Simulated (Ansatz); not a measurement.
`NCCO[SiH3]` → `CN(C)[SiH2]O`  (isomerisation)

Calculated with Ansatz (gas phase, PBE0-D4/def2-TZVP geometries, no zero-point term in ΔE). CBS: MP2 limit from def2 TZ/QZ plus the TZ coupled-cluster correction, frozen cores. Functionals use def2-TZVPP. Each species was taken in one conformer, which may not be the lowest.

`NCCO[SiH3]`:

```xyz
14

N    -0.389    1.617    1.369
C    -0.011    0.235    1.597
C     0.576   -0.349    0.338
O    -0.423   -0.363   -0.668
Si   -0.099   -0.780   -2.224
H    -1.081    1.655    0.630
H    -0.813    2.016    2.197
H    -0.840   -0.413    1.921
H     0.757    0.199    2.377
H     1.427    0.266    0.015
H     0.932   -1.369    0.529
H     0.952    0.102   -2.802
H    -1.369   -0.628   -2.970
H     0.382   -2.188   -2.309
```

`CN(C)[SiH2]O`:

Z-matrix (Å, degrees):
```
C
N 1 1.443
H 1 1.092 2 110.5
H 1 1.099 2 112.2 3 120.3
H 1 1.098 2 110.8 3 -119.4
C 2 1.441 1 113.8 3 177.2
Si 2 1.707 1 121.6 3 -14.6
H 6 1.100 2 112.3 1 61.5
H 6 1.092 2 110.5 1 -177.8
H 6 1.098 2 110.8 1 -58.5
O 7 1.652 2 117.3 1 -73.1
H 7 1.487 2 105.3 1 164.8
H 7 1.480 2 108.5 1 42.4
H 11 0.958 7 117.7 2 -68.5
```

CCSD(T)/CBS gives -113.8 kJ/mol.

Another level gave -109.2 kJ/mol. Which?
A. MP2/def2-TZVPP
B. PBE/def2-TZVPP
C. HF/def2-TZVPP
D. PBE-QIDH/def2-TZVPP

B. PBE -109.2, PBE-QIDH -114.5, MP2/def2-TZVPP -119.9, HF/def2-TZVPP -101.2 kJ/mol.

Largest T1 diagnostic among the species: 0.011.

The D4 term adds −3.8 kJ/mol with B3LYP and −2.0 kJ/mol with PBE0; it sums over pairs of atoms, weighted by their polarisabilities, and B3LYP, whose exchange is more repulsive, gets the larger term. At CCSD(T), def2-SVP lies +18.7 kJ/mol from the extrapolated value and def2-TZVPP +2.1 kJ/mol. Leaving LDA and LC-ωPBE aside and taking each functional with its dispersion term where it has one, the values, not all of them listed here, spread over 6.3 kJ/mol, from PBE-QIDH to ωB97X-V. LDA lies −4.7 kJ/mol from PBE without D4.

CCSD(T)/CBS has its own doubt, a few kJ/mol and more with outer-core shells, so smaller differences from it don't rank the levels.

B3LYP here is the variant with VWN-RPA as its local correlation; programs differ in this.
